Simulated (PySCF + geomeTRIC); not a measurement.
Calculation: TPSS-D3(BJ)/def2-SVP run with PySCF + geomeTRIC. fastk is a local helper that only speeds up exchange builds. No frequencies were computed at this level.

```python
import json, numpy as np
from pyscf import gto, dft
from fastk import lowrank_exchange
atoms = """
Zr    -0.000071     0.000072    -0.000023
Cl    -1.213369     0.138636     1.891078
Cl     1.793000     1.352021     0.158053
Cl     0.685381    -2.123573    -0.297850
Cl    -1.264942     0.632847    -1.751258
"""
def scf(charge, spin, dm0=None):
    mol = gto.M(atom=atoms, basis='def2-svp', ecp={'Zr': 'def2-svp'}, charge=charge, spin=spin, verbose=3, max_memory=10080)
    mf = dft.KS(mol, xc='tpss').density_fit(auxbasis="def2-universal-jkfit")
    mf.disp = 'd3bj'
    mf.grids.level = 3
    mf.conv_tol = 1e-8
    mf.max_cycle = 120
    mf.level_shift = 0.25
    mf.kernel(dm0)
    if not mf.converged:
        mf = mf.newton().run(mf.mo_coeff, mf.mo_occ).undo_soscf()
    return mf
mf = scf(0, 0)
from pyscf.geomopt.geometric_solver import kernel as optimize
path = []
done, mol = optimize(mf, maxsteps=120, assert_convergence=False, callback=lambda env: path.append((env["energy"], bool(env["g_scanner"].converged))))
res = dict(converged=bool(done and path[-1][1]), energy=path[-1][0], path=[e for e, c in path], xyz=mol.atom_coords(unit="Angstrom").tolist(), nao=mol.nao)
json.dump(res, open("result.json", "w"))
```

Output:

```
converged SCF energy = -1887.69073429584
Geometry optimization cycle 1
converged SCF energy = -1887.69073429767
cycle 1: E = -1887.6907343  dE = -1887.69  norm(grad) = 0.0701836
Geometry optimization cycle 2
converged SCF energy = -1887.70085455393
cycle 2: E = -1887.70085455  dE = -0.0101203  norm(grad) = 0.0164357
Geometry optimization cycle 3
converged SCF energy = -1887.70161910393
cycle 3: E = -1887.7016191  dE = -0.00076455  norm(grad) = 0.00281982
Geometry optimization cycle 4
converged SCF energy = -1887.70163881442
cycle 4: E = -1887.70163881  dE = -1.97105e-05  norm(grad) = 0.000365095
Geometry optimization cycle 5
converged SCF energy = -1887.70163887286
cycle 5: E = -1887.70163887  dE = -5.844e-08  norm(grad) = 0.000565803
<class 'geometric.internal.Distance'> : 4
<class 'geometric.internal.Angle'> : 6
<class 'geometric.internal.TranslationX'> : 1
<class 'geometric.internal.TranslationY'> : 1
<class 'geometric.internal.TranslationZ'> : 1
<class 'geometric.internal.RotationA'> : 1
<class 'geometric.internal.RotationB'> : 1
<class 'geometric.internal.RotationC'> : 1
Step    0 : Gradient = 3.139e-02/3.515e-02 (rms/max) Energy = -1887.6907342977
Step    1 : Displace = 1.001e-01/1.126e-01 (rms/max) Trust = 1.000e-01 (=) Grad = 7.350e-03/8.308e-03 (rms/max) E (change) = -1887.7008545539 (-1.012e-02) Quality = 0.682
Step    2 : Displace = 1.898e-02/2.157e-02 (rms/max) Trust = 1.000e-01 (=) Grad = 1.261e-03/1.489e-03 (rms/max) E (change) = -1887.7016191039 (-7.646e-04) Quality = 1.156
Step    3 : Displace = 4.071e-03/4.916e-03 (rms/max) Trust = 1.414e-01 (+) Grad = 1.633e-04/2.237e-04 (rms/max) E (change) = -1887.7016388144 (-1.971e-05) Quality = 0.699
Step    4 : Displace = 6.936e-04/7.998e-04 (rms/max) Trust = 1.414e-01 (=) Grad = 2.530e-04/3.298e-04 (rms/max) E (change) = -1887.7016388729 (-5.844e-08) Quality = 0.013
Converged! =D
```

Cost: very roughly 2.8 core-minutes.
